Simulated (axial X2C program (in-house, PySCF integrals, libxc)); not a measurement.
# Correcting the dissociation energy of KGe for spin–orbit coupling

A spin-free CCSD(T) curve (one-electron X2C) was computed with an axial X2C code built on PySCF integrals, basis Ge dyall-cv3z [9s9p7d4f1g], K dyall-cv3z [11s12p6d3f] (cores contracted in-house), for the state M_S = 3/2, Λ = 0 (beyond evenly filled blocks: σα, π+α, π-α). It gives D0 = 1.420 eV to Ge + K, which in a spin-free picture are the weighted means of the ground terms.

Correlated methods: 13 electrons correlated (number of frozen shells: Ge 3 s, 2 p, 1 d; K 2 s, 1 p), 275 virtual spin orbitals or spinors in MP2, 90 natural virtuals in coupled cluster.

Measured levels of the ground terms (NIST Handbook of Basic Atomic Spectroscopic Data), in cm⁻¹: Ge 3P: J = 0 at 0, J = 1 at 557.1, J = 2 at 1410; K 2S: J = 1/2 at 0.

The molecular state has Λ = 0, so it has no first-order lowering.

(1) How far does each ground level lie under the (2J+1)-weighted mean of its term?

(2) Correct D0.

Second-order spin–orbit effects in the molecule, which grow quickly with Z, are left out. Occupations by symmetry block were frozen at the best pattern of an incomplete PBE0 search. De is counted from the lowest determinant-based energies of the atoms at the same level, without counterpoise correction. Coupled cluster ran in a truncated set of natural virtual spinors; the MP2 energy of the rest was added. (T) has no such correction and the atoms are truncated less, which lowers De at CCSD(T) by a hundredth of an eV or more. PBE0 can misorder states that lie within some tenths of an eV, so this need not be the ground state of the molecule. The nearest other spin-free determinant of the search, M_S = 1/2, Λ = 1, lies 0.85 eV up at the distance of the search. With the outer-core shells frozen, correlated bond lengths of heavy atoms tend to come out a few hundredths of an ångström too long.

Results:

(1) Ge: (1 × 0 + 3 × 557.1 + 5 × 1410)/9 = 969 cm⁻¹; K: a single level, 0.

(2) D0 = 1.420 + (0 − 969)/8065.5 = 1.300 eV at CCSD(T) with these spin–orbit terms.
